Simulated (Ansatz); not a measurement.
One change: `[OH][SbH][OH]` becomes `O[AsH]O`.

Ansatz, PBE0-D4/def2-TZVP geometries, multiplicity 1. Each molecule was computed in one conformer, which needn't be the lowest.

Elements past krypton have def2 core potentials. Scalar relativity is left out up to krypton.

```
                                                                                  property  `[OH][SbH][OH]`
                                        size of the dipole moment (ωB97M-V/def2-TZVPP) / D             3.23
                                                     HOMO energy (ωB97M-V/def2-TZVPP) / eV            -9.50
ideal-gas entropy at 298 K and 1 bar (rigid rotor, harmonic PBE0-D4/def2-TZVP) / J/(mol·K)              305
                                                      HOMO–LUMO gap (PBE0/def2-TZVPP) / eV             6.50
                                                       LUMO energy (B3LYP/def2-TZVPP) / eV            -1.12
                                                     HOMO–LUMO gap (B3LYP/def2-TZVPP) / eV             6.06
```

What does the change do to each property? (An estimate is asked.)

Computed: 
| property | `O[AsH]O` | shift |
| --- | --- | --- |
| size of the dipole moment (ωB97M-V/def2-TZVPP) / D | 2.59 | -0.64 |
| HOMO energy (ωB97M-V/def2-TZVPP) / eV | -9.60 | -0.10 |
| ideal-gas entropy at 298 K and 1 bar (rigid rotor, harmonic PBE0-D4/def2-TZVP) / J/(mol·K) | 291 | -14 |
| HOMO–LUMO gap (PBE0/def2-TZVPP) / eV | 7.12 | 0.62 |
| LUMO energy (B3LYP/def2-TZVPP) / eV | -0.56 | 0.56 |
| HOMO–LUMO gap (B3LYP/def2-TZVPP) / eV | 6.65 | 0.59 |

Dipoles are sizes alone; their direction can turn.

B3LYP here is the variant with VWN-RPA as its local correlation; programs differ in this.

Spin–orbit coupling is left out; it splits and shifts lone-pair levels of the heavy atoms by tenths of an eV.
